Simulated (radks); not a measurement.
The numbers below are computed, except where a source is named.
Neutral iron inside a hard spherical wall (all orbitals vanish at R), configuration held at [Ar] 3d6 4s2 and not refilled when levels cross. Code: a radial shooting solver on a logarithmic mesh with Libxc functionals. Model: scalar-relativistic Kohn-Sham, PBEsol, spin-polarised, spherical densities, finite nucleus; open shells are filled with parallel spins first; Fermi nuclear charge, rms radius 3.7377 fm. Eigenvalues in eV for spin up, with the zero of energy where the potential of the charges vanishes at infinity; a dash marks a level that is unbound or too diffuse for the functional's potential to be trusted. A positive occupied level is held by the wall or, in an anion where self-interaction has pushed it up, behind a barrier. The pressure on the wall is -dE/dV.

R (bohr)	E (hartree)	kinetic (hartree)	e(3s)	e(3p)	e(3d)	e(4s)	e(4p, empty)	e(5s, empty)	pressure (GPa)
free	-1271.39415	1286.454	-95.295	-61.435	-8.918	-5.655	-1.428	-	0
20	-1271.39415	1286.454	-95.295	-61.435	-8.918	-5.655	-1.428	-	< 0.0001
15	-1271.39415	1286.454	-95.295	-61.435	-8.918	-5.655	-1.426	0.317	< 0.0001
12	-1271.39412	1286.454	-95.292	-61.432	-8.914	-5.652	-1.406	0.796	0.000541
7	-1271.38431	1286.522	-94.843	-60.983	-8.477	-5.259	-0.561	6.284	0.540
6	-1271.36303	1286.636	-94.247	-60.387	-7.904	-4.672	0.433	10.764	2.34
5	-1271.29368	1286.948	-92.918	-59.066	-6.643	-3.177	2.710	19.749	11.2
3.5	-1270.71903	1289.040	-86.839	-53.087	-0.852	5.920	14.782	60.055	179
2.5	-1268.24320	1297.093	-73.072	-39.569	13.468	36.605	50.851	160.79	2070
2	-1263.16012	1313.089	-55.259	-21.408	34.041	89.496	107.98	301.48	10200
